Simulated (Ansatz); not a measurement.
Reaction R1 → P1 + P2, each structure at its B3LYP-D3(BJ)/def2-TZVP stationary point, reached from a drawn start (curvature not checked).
R1, H3Zr (SMILES [ZrH3]) (charge 0, multiplicity 2):
```xyz
4

Zr    -0.00125    -0.00095    -0.23761
H      1.83481    -0.00955     0.07012
H     -0.90825     1.59416     0.07739
H     -0.92521    -1.58366     0.09020
```
P1, H2Zr (SMILES [ZrH2]) (charge 0, multiplicity 1):
```xyz
3

Zr     0.00360     0.00492    -0.61720
H      1.56900    -0.00607     0.31785
H     -1.57251     0.00115     0.29935
```
P2: H atom, charge 0, multiplicity 2.

P less R. No zero-point or thermal terms; singlets are restricted closed shells; open shells are unrestricted; no spin–orbit coupling. The spin states of the d-block species are the ones drawn and need not be the lowest.

Frozen-core correlation throughout.

Run with Ansatz (a quantum-chemistry and plane-wave program). No computed number here is a measurement. Elements past Kr take the def2 small-core potentials, without spin–orbit coupling.

Total energies in hartree:

| structure | PBE/def2-TZVPP | r2SCAN/def2-TZVPP | CCSD(T)/def2-TZVPP |
|---|---|---|---|
| R1 | -48.735386 | -48.754020 | -48.329418 |
| P1 | -48.098658 | -48.104038 | -47.701030 |
| P2 | -0.499616 | -0.499927 | -0.499810 |

Q: Work out the reaction energy at each level in kJ/mol (1 hartree = 2625.49964 kJ/mol), and say how far PBE/def2-TZVPP lies from CCSD(T)/def2-TZVPP.

A: 
- PBE/def2-TZVPP: (-48.098658) + (-0.499616) − (-48.735386) = 0.137112 hartree = 360.0 kJ/mol
- r2SCAN/def2-TZVPP: (-48.104038) + (-0.499927) − (-48.754020) = 0.150055 hartree = 394.0 kJ/mol
- CCSD(T)/def2-TZVPP: (-47.701030) + (-0.499810) − (-48.329418) = 0.128578 hartree = 337.6 kJ/mol
PBE/def2-TZVPP less CCSD(T)/def2-TZVPP: 22.4 kJ/mol. CCSD(T)/def2-TZVPP is the level counted from, the highest shown, and no exact or measured value.
